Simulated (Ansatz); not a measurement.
Start from `F[Si](F)(Cl)[S][GeH2][Cl]` and change one atom or group to get `F[Si](F)(Cl)N[SiH2]Cl`.

Ansatz, PBE0-D4/def2-TZVP geometries, multiplicity 1. Each molecule was computed in one conformer, which needn't be the lowest.

Scalar relativity is left out up to krypton.

| property | `F[Si](F)(Cl)[S][GeH2][Cl]` |
| --- | --- |
| LUMO energy (B3LYP/def2-TZVPP) / eV | -1.35 |
| HOMO energy (PBE0/def2-TZVPP) / eV | -8.38 |
| LUMO energy (PBE/def2-TZVPP) / eV | -1.99 |
| HOMO–LUMO gap (PBE0/def2-TZVPP) / eV | 7.31 |
| HOMO–LUMO gap (ωB97M-V/def2-TZVPP) / eV | 11.40 |
| HOMO energy (PBE/def2-TZVPP) / eV | -7.11 |

(1) What does the change do to each property? (An estimate is asked.)

## Answers

(1) Ansatz gave: 
| property | `F[Si](F)(Cl)N[SiH2]Cl` | shift |
| --- | --- | --- |
| LUMO energy (B3LYP/def2-TZVPP) / eV | -0.28 | 1.07 |
| HOMO energy (PBE0/def2-TZVPP) / eV | -8.89 | -0.51 |
| LUMO energy (PBE/def2-TZVPP) / eV | -0.90 | 1.09 |
| HOMO–LUMO gap (PBE0/def2-TZVPP) / eV | 8.87 | 1.56 |
| HOMO–LUMO gap (ωB97M-V/def2-TZVPP) / eV | 12.78 | 1.38 |
| HOMO energy (PBE/def2-TZVPP) / eV | -7.44 | -0.33 |

With PBE0 the HOMO falls by 0.51 eV and the LUMO rises by 1.04 eV, so the gap widens by about 1.55 eV. PBE moves the HOMO by -0.33 eV and ωB97M-V by -0.66 eV.

B3LYP here is the variant with VWN-RPA as its local correlation; programs differ in this.
